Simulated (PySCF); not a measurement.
**Exercise with solution: entropy of an ideal gas**

C3H3, SMILES C#C[CH2] (connectivity only; charge and spin as stated), charge +1, multiplicity 1.

Coordinates come from a PBE0-D3(BJ)/def2-TZVP optimisation. The multiplicity is an assumed one; other spin states were not compared. The isomer is the one that the SMILES or the coordinates give; other isomers of the formula were not compared.

PBE0-D3(BJ)/def2-TZVP (PySCF) gives the harmonic wavenumbers 268, 324, 643, 913, 1027, 1126, 1160, 1466, 2148, 3114, 3217, 3374 cm⁻¹ and the rotational temperatures 13.6528, 0.4672, 0.4518 K. The molar mass is 39.06 g/mol, the symmetry number 2, the spin multiplicity 1.

Problem. Work out the entropy at 298.15 K and 1 atm in the rigid-rotor, harmonic-oscillator model.

Solution. 
Translation (Sackur–Tetrode at 1 atm): S = R[1.5 ln M + 2.5 ln T − 1.16487] = 154.5 J/(mol K).
Rotation: q = (√π/σ) T^1.5/√(θA θB θC) = 2690, S = R[ln q + 3/2] = 78.1 J/(mol K).
Vibration: with u = 1.4388 ν/T, each mode gives R[u/(e^u − 1) − ln(1 − e^−u)]:
```csv
ν (cm⁻¹),modes,u,S (J/(mol K))
268,1,1.29,6.73
324,1,1.56,5.40
643,1,3.10,1.60
913,1,4.41,0.55
1027,1,4.96,0.35
1126,1,5.43,0.23
1160,1,5.60,0.20
1466,1,7.07,0.06
```
The stiffer modes add less than 0.005 each. Sum 15.1 J/(mol K).
Spin: R ln 1 = 0.0 J/(mol K).
Total 247.7 J/(mol K); the program's own thermochemistry gives 247.7. Translation makes up 62 % and vibration 6 %. Anharmonicity, hindered rotation and orbital degeneracy are left out.
